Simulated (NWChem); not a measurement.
Species: InF₃; SMILES [F][In]([F])[F]

Program: NWChem. The geometry was optimised at PBE0/def2-SVP. No frequency run checked for a minimum. def2 effective core potentials on In; no spin-orbit coupling. Level SCAN/def2-SVP: energy and gradient on several grids; changes count from the extra-fine grid, which is no exact limit either.

```
grid     size of the energy change (μHa)  largest change of a gradient component (μHa/bohr)
-------  -------------------------------  -------------------------------------------------
xcoarse                             2000                                               6000
coarse                             30000                                               2000
medium                              9000                                                200
fine                                 600                                                 50
xfine                               < 10                                               < 30
```
